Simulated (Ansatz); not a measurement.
TiCl₃ (the lowest doublet isomer of a short search) was relaxed with PBE-D4 (def2-SVP) in Ansatz in these states: neutral doublet, neutral quartet. The geometries follow in no particular order.

A:

```xyz
4

Ti   -0.0020    0.0006   -0.0011
Cl   -0.3517    2.0808   -0.5883
Cl   -1.1559   -0.8901    1.6323
Cl    1.5096   -1.1914   -1.0429
```

B:

```xyz
4

Ti   -0.217   -0.156   -0.350
Cl   -1.310   -0.947   -2.115
Cl   -0.249    1.424    1.470
Cl    1.777   -0.320    0.995
```

Judge from the bond lengths which geometry belongs to which state (an estimate).

A is the neutral doublet (Ti1–Cl4 2.189 Å, Ti1–Cl3 2.189 Å, Ti1–Cl2 2.190 Å); B is the neutral quartet (Ti1–Cl4 2.410 Å, Ti1–Cl3 2.411 Å, Ti1–Cl2 2.222 Å).

At PBE0-D4/def2-TZVP a doublet lies 3.26 eV below the neutral quartet. In the quartet, Cl3 and Cl4 lie 2.72 Å apart (atoms count from 1), so these atoms are partly bonded to each other. These are the stationary points nearest to one start from a short search; other shapes may lie lower in each state.
